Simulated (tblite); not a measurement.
A tight-binding relaxation on `C=C[C@@H]1[GeH2][CH2][C@H]1CC`.

Computed with GFN2-xTB geometry optimisation, gas phase (tblite 0.8.0). Start geometry: from a force field or distance geometry. A driver script takes a list of jobs; this job's settings line and coordinates (Å) are shown.

Command:
```bash
OMP_NUM_THREADS=1 python probes_run.py task.json out
```

Input:
```
{"job": {"kind": "relax", "xc": "GFN2-xTB", "basis": "xTB"}, "charge": 0, "multiplicity": 1}
C      2.461300    -1.260200     1.002300
C      2.208100    -0.066200     0.430100
C      1.087200     0.105300    -0.529600
Ge     0.945500     1.946700    -1.173700
C     -0.715100     1.532600    -0.245500
C     -0.313000     0.104800     0.142200
C     -1.236000    -0.977000    -0.432700
C     -2.582200    -0.995100     0.285600
H      1.833000    -2.120300     0.780800
H      3.275800    -1.374200     1.700200
H      2.860700     0.763400     0.678100
H      1.155700    -0.593800    -1.392300
H      0.773500     2.037200    -2.692600
H      1.836000     2.937000    -0.379700
H     -0.860400     2.197700     0.634600
H     -1.573500     1.582100    -0.946300
H     -0.229600     0.018800     1.255900
H     -1.395600    -0.826600    -1.518500
H     -0.756600    -1.970200    -0.288200
H     -2.445400    -1.188000     1.373300
H     -3.120700    -0.027100     0.147500
H     -3.219000    -1.807500    -0.141200
```

Output:
```
step      E/eV     max force
  0    -652.08800    2.391
  1    -652.23256    1.980
  2    -652.31608    0.678
  3    -652.37430    0.533
  4    -652.43395    0.386
  5    -652.46177    0.391
  6    -652.49543    0.357
  7    -652.51571    0.281
  8    -652.53095    0.239
  9    -652.53903    0.169
... (159 lines left out)
169    -652.72465    0.012
170    -652.72469    0.013
171    -652.72473    0.012
172    -652.72477    0.013
173    -652.72482    0.014
174    -652.72487    0.014
175    -652.72491    0.013
176    -652.72494    0.013
177    -652.72496    0.011
178    -652.72499    0.010
```

«max force» is the largest atomic force in eV/Å.

Problem. From which step on does the largest force stay under 0.1 eV/Å, and how much energy is left to gain from there?

Solution. From step 89 (0.087 eV/Å), 41.3 meV above the end.

In short: energy lowered by 14.7 kcal/mol over 178 steps; largest atomic force 0.010 eV/Å at the end.

Problem. Give the final coordinates.

Solution. 0.775 Å rms from the input after alignment:
```
atom  x, y, z in Å
C1     2.9184   -1.3720    0.4000
C2     1.9977   -0.4509    0.6314
C3     1.0420    0.0525   -0.3738
Ge4    1.0498    1.9832   -0.9540
C5    -0.8554    1.4692   -0.7369
C6    -0.4151    0.2532    0.1037
C7    -1.2835   -0.9888   -0.0445
C8    -2.6978   -0.7730    0.4821
H9     3.0188   -1.8385   -0.5668
H10    3.6118   -1.6930    1.1584
H11    1.9205    0.0023    1.6132
H12    1.0588   -0.5832   -1.2632
H13    1.5968    2.4064   -2.3024
H14    1.5735    2.9714    0.0601
H15   -1.5611    2.1302   -0.2393
H16   -1.2939    1.1484   -1.6817
H17   -0.3958    0.5430    1.1591
H18   -1.3270   -1.2710   -1.1001
H19   -0.8124   -1.8118    0.5004
H20   -2.6734   -0.4762    1.5285
H21   -3.2037    0.0063   -0.0830
H22   -3.2794   -1.6881    0.3993
```

On one thread, Arm Neoverse N1 (aarch64), shared host with 64 logical CPUs at a one-minute load of 61, this took 2.6 s wall.
Labels such as C1 count atoms from 1, the log's own numbers from 0.
